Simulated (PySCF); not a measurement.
Harmonic spectrum computed at PBE0 in the def2-TZVP basis family (core potentials from Rb on, PySCF, no spin–orbit coupling):

```tsv
ω (cm⁻¹)	IR (km/mol, summed over degenerate members)	degeneracy
267	11.2	2
542	382	2
769	0.0	1
1805	247	1
3608	27.3	1
```

Which molecule gave it? In each, all ligands are bound to the one heavy central atom.
A. H₂RuN (doublet)
B. H₂MoN (doublet)
C. H₂PN (singlet)
D. H₂CoN (quintet)
E. H₂NbN (singlet)

D. It has C∞v symmetry with Co–H 1.591 Å, Co–N 1.707 Å, N–H 1.012 Å.
